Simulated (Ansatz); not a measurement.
Cost and result up the ladder for the cluster Ga4P4 (8 atoms). The state is a singlet with charge 0. Geometry: PBE0-D4/def2-SVP.

Cartesian coordinates in Å:
```
Ga -0.208 -2.844 0.449
Ga 2.489 1.043 0.618
Ga -1.446 -0.014 -2.294
Ga -0.955 0.396 1.272
P 0.865 -0.859 1.768
P 0.969 -0.718 -0.543
P -1.956 1.579 -0.294
P 0.242 1.418 -0.976
```

Ansatz on 4 threads of Arm Neoverse V2 on a shared host. Times are rough, and most runs start from the orbitals of an earlier one. PBE0-D4/def2-TZVP serves as the yardstick here, not as an exact answer. Differences are given only for rows in sets of like size (and for xTB, whose basis is part of the method), since another set adds its own error. Binding counts from free atoms at the same level (Ga doublet, P quartet; other spins of the atoms weren't run), without zero-point energy or a counterpoise term.

Correlated methods freeze 56 core orbitals; core or outer-core shells of Ga are correlated, in sets that lack core-valence functions. The rows differ in basis, and correlated rows in double-zeta sets carry the largest basis error. Another isomer (singlet) lies 0.30 eV lower at PBE0-D4/def2-TZVP; other spin states weren't run for this one.

Correlated methods converge slowly with the basis, most of all in double-zeta sets.

```csv
level,functions,wall time
MP2/def2-SVP,200,11 s
BLYP-D4/def2-TZVP,340,12 s
PBE-D4/def2-TZVP (with forces),340,13 s
r2SCAN-D4/def2-TZVP,340,29 s
PBE0-D4/def2-TZVP,340,34 s
```

**Question.** Estimate what each level gives for the binding energy per atom (eV).

**Answer.** 
```json
{"level": "MP2/def2-SVP", "binding energy per atom (eV)": "2.19", "difference from PBE0-D4/def2-TZVP (eV)": "–"}
{"level": "BLYP-D4/def2-TZVP", "binding energy per atom (eV)": "2.58", "difference from PBE0-D4/def2-TZVP (eV)": "-0.04"}
{"level": "PBE-D4/def2-TZVP (with forces)", "binding energy per atom (eV)": "2.76", "difference from PBE0-D4/def2-TZVP (eV)": "0.14"}
{"level": "r2SCAN-D4/def2-TZVP", "binding energy per atom (eV)": "2.60", "difference from PBE0-D4/def2-TZVP (eV)": "-0.02"}
{"level": "PBE0-D4/def2-TZVP", "binding energy per atom (eV)": "2.62", "difference from PBE0-D4/def2-TZVP (eV)": "0.00"}
```
